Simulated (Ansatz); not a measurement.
An input meant for the cluster Ge₄ (charge 0, singlet).

```yaml
crystal:
  periodic: [false, false, false]
  atoms:
    - {symbol: Ge, position_ang: [-0.152452, 0.622200, -1.270473]}
    - {symbol: Ge, position_ang: [1.822578, 0.704763, 0.126465]}
    - {symbol: Ge, position_ang: [-1.822426, -0.705115, -0.126649]}
    - {symbol: Ge, position_ang: [0.152300, -0.621849, 1.270667]}
basis:
  gaussian: {orbitals: STO-3G}
hamiltonian: {xc: {name: PBE0}, dispersion: d2}
scf: {lower_state_search: light}
output: {forces: true}
```

```sh
$ ansatz run in.yaml --threads 4 --pin off --events-out ev --progress --plain --max-ram 4787MiB
```

Output, abridged:

```
Error: YAML parse error: error: line 10 column 45: hamiltonian.dispersion: `d2` is not `none`, `rvv10`, `d3bj`, `d3bjatm`, `d4` or a map `{method: …, s8: …, a1: …, a2_bohr: …}` (numbers without units, a2 in bohr) or `{method: …, functional: …}`
 8 | basis:
 9 |   gaussian: {orbitals: STO-3G}
10 | hamiltonian: {xc: {name: PBE0}, dispersion: d2}
11 | scf: {lower_state_search: light}
12 | output: {forces: true}
```

Q: Something in this input is off. What?

A: The program holds no damping parameters for this pairing of functional and dispersion term, so they'd have to be typed. The program refused the input.
